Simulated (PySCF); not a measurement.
`CN[SiH](OC)OC`, C3H11NO2Si

Molfile (atoms numbered from 1):
```
C3H11NO2Si
     RDKit          3D

 18 17  0  0  0  0  0  0  0  0999 V2000
   -0.3035    2.6277   -0.0736 C   0  0  0  0  0  0  0  0  0  0  0  0
    0.4670    1.4498   -0.3951 N   0  0  0  0  0  0  0  0  0  0  0  0
    0.0087   -0.1389    0.0552 Si  0  0  0  0  0  4  0  0  0  0  0  0
    0.9274   -1.2573   -0.6844 O   0  0  0  0  0  0  0  0  0  0  0  0
    2.3014   -1.4577   -0.5686 C   0  0  0  0  0  0  0  0  0  0  0  0
   -1.4901   -0.2552   -0.5342 O   0  0  0  0  0  0  0  0  0  0  0  0
   -2.3005   -1.3888   -0.6111 C   0  0  0  0  0  0  0  0  0  0  0  0
   -0.0515    3.0362    0.9113 H   0  0  0  0  0  0  0  0  0  0  0  0
   -1.3541    2.3539   -0.0773 H   0  0  0  0  0  0  0  0  0  0  0  0
   -0.1348    3.4009   -0.8256 H   0  0  0  0  0  0  0  0  0  0  0  0
    1.4541    1.6501   -0.4368 H   0  0  0  0  0  0  0  0  0  0  0  0
    0.0310   -0.4089    1.5030 H   0  0  0  0  0  0  0  0  0  0  0  0
    2.5355   -2.4430   -0.9749 H   0  0  0  0  0  0  0  0  0  0  0  0
    2.8481   -0.6993   -1.1349 H   0  0  0  0  0  0  0  0  0  0  0  0
    2.6226   -1.4139    0.4751 H   0  0  0  0  0  0  0  0  0  0  0  0
   -3.1266   -1.1647   -1.2876 H   0  0  0  0  0  0  0  0  0  0  0  0
   -1.7413   -2.2453   -0.9915 H   0  0  0  0  0  0  0  0  0  0  0  0
   -2.7022   -1.6393    0.3745 H   0  0  0  0  0  0  0  0  0  0  0  0
  1  2  1  0
  2  3  1  0
  3  4  1  0
  4  5  1  0
  3  6  1  0
  6  7  1  0
  1  8  1  0
  1  9  1  0
  1 10  1  0
  2 11  1  0
  3 12  1  0
  5 13  1  0
  5 14  1  0
  5 15  1  0
  7 16  1  0
  7 17  1  0
  7 18  1  0
M  END
```

Computed with PySCF, GIAO B97-2/ANO-RCC-VDZP magnetisability, rotational g tensor and spin-rotation constants, non-relativistic, gas phase. Geometry: GFN2-xTB.

(1) Give the nuclear spin-rotation constants along the inertial axes (H = +C I·J) beside the isotropic shieldings.

Answers

(1) Rotational constants 2.2029, 1.9147, 1.0907 GHz. A star marks the isotopologue with that one atom substituted, in its own axes.
```tsv
atom	isotope	Caa (kHz)	Cbb (kHz)	Ccc (kHz)	mean (kHz)	σ (ppm)
N2	14N	0.117	0.064	0.043	0.075	231.8
H8	1H	-0.225	-0.115	-0.003	-0.114	29.2
H9	1H	-0.177	0.048	-0.120	-0.083	29.1
H10	1H	-0.191	-0.116	-0.021	-0.110	29.3
H11	1H	-0.226	-0.005	-0.144	-0.125	31.8
H12	1H	-0.187	-0.164	0.060	-0.097	26.7
H13	1H	0.050	-0.162	-0.098	-0.070	28.2
H14	1H	-0.209	-0.034	-0.047	-0.097	28.4
H15	1H	-0.217	-0.178	0.040	-0.118	28.3
H16	1H	-0.112	-0.119	-0.039	-0.090	28.2
H17	1H	0.101	-0.196	-0.097	-0.064	28.0
H18	1H	-0.218	-0.161	0.037	-0.114	28.2
C1	13C*	0.274	0.341	0.167	0.261	161.5
Si3	29Si*	-1.110	-0.952	-0.573	-0.878	458.8
O4	17O*	-0.180	-0.187	-0.043	-0.137	308.9
C5	13C*	0.366	0.324	0.230	0.306	141.1
```
For the geometry as given, no vibrational averaging.
